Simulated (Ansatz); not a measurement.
Harmonic frequencies (cm⁻¹) at PBE0-D4/def2-TZVP from Ansatz: 73, 188, 225, 258, 294, 316, 393, 423, 470, 541, 549, 606, 621, 853, 963, 969, 1039, 1868, 1878, 3783, 3863.

Each molecule was computed in one conformer, which needn't be the lowest.

Q: Which molecule is it?
A. `OP(O)[O][InH2]`
B. `[SnH3][SnH3]`
C. `N=C=C[O][AlH2]`
D. `COCI`

A: A.
